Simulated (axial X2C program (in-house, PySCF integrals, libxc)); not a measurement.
## Bond lengths and stretching modes, held linear, of BrAsBr⁺

Computed with an in-house all-electron X2C program for linear molecules (integrals from PySCF): two-component X2C with atomic mean-field Coulomb and Gaunt terms, Gaussian nuclei, basis Br dyall-av3z, As dyall-v3z with contracted cores. Spin-free rows use the one-electron spin-free X2C Hamiltonian.

Masses Br 78.918, As 74.922, Br 78.918 u. States: 2c Ω = 0 (all partner blocks equally filled); spin-free M_S = 0, Λ = 0 (closed shell).

r2SCAN, 2c: energies above the lowest point

```
r(Br–As) (Å)  r(As–Br) (Å)  E (meV)
      2.2708        2.2708    83.16
      2.2708        2.3290    35.50
      2.2708        2.3872    30.22
      2.3290        2.2708    35.50
      2.3290        2.3290     0.00
      2.3290        2.3872     6.07
      2.3290        2.4455    44.72
      2.3872        2.2708    30.22
      2.3872        2.3290     6.07
      2.3872        2.3872    22.72
      2.4455        2.3290    44.72
      2.4455        2.4455   129.02
```

Task: Fit a quadratic surface with cubic terms in each bond: where is the minimum, and what are the two stretching wavenumbers?

Result: At r2SCAN, 2c: bonds 2.345 and 2.345 Å; harmonic stretches 223.9 and 298.2 cm⁻¹; force constants 1.83, 1.83 and coupling 0.50 mdyn/Å.

The other levels and Hamiltonians give:

```csv
Hamiltonian,level,r(Br–As) (Å),r(As–Br) (Å),lower stretch (cm⁻¹),upper stretch (cm⁻¹)
2c,PBE0,2.327,2.327,231.5,314.8
2c,HF,2.315,2.315,245.1,309.6
2c,MP2,2.338,2.338,227.9,319.2
spin-free,PBE0,2.325,2.325,232.1,315.9
spin-free,HF,2.313,2.313,245.8,310.6
spin-free,r2SCAN,2.343,2.343,224.4,299.2
spin-free,MP2,2.336,2.336,228.2,320.1
```

Each state is one determinant, the lowest of a limited PBE0 search; the stretches come from a fit to these few points and carry an uncertainty of a few per cent. Other orders of the atoms were not compared. MP2 freezes inner shells (threshold -2 hartree). The molecule was held linear; bending was not examined, so a bent shape may lie lower.
